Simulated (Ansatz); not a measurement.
A made-up structure of B2H2O2, closed shell:

```
6
angstrom
O 0.1322 -2.4045 -0.0568
B 0.1812 -1.2082 -0.1673
B 0.2383 0.4791 -0.3088
O -0.4639 1.2853 0.5059
H 0.9092 1.0089 -1.1430
H 0.9347 -0.4239 -0.1605
```

It is relaxed with PBE-D4/def2-SVP and then PBE0-D4/def2-TZVP (Ansatz 0.2.0). Atoms count as bonded within 1.22 times the sum of their covalent radii (H–H: 0.88 Å). The end point is not checked to be a true minimum.

(1) Does its bonding change? (A judgement: the text doesn't fix the answer.)

## Answers

(1) Computed: Yes. Formed: none; broken: B2–B3, B3–H6.

Where it ends: The first stage lowers the energy by 3.69 eV in 49 steps. It ends as a complex of BHO ([BH][O]) + BHO ([BH][O]):
O1  (-0.779, -1.287, 0.238)
B2  (0.345, -1.711, 0.204)
B3  (0.299, 1.290, -0.648)
O4  (1.423, 0.864, -0.681)
H5  (-0.783, 1.737, -0.626)
H6  (1.428, -2.156, 0.182)
(Å)

Labels in which every atom is bracketed show which atoms are joined, not bond orders.

For scale, one of the runs: PBE0-D4/def2-TZVP relaxation, 136 basis functions, launched by `ansatz run in.yaml --threads 2 --pin off --events-out ev --progress --plain --max-ram 4352MiB`. Hardware: 2 CPU threads of an Arm Neoverse V2, shared host. Wall time about 11 s.
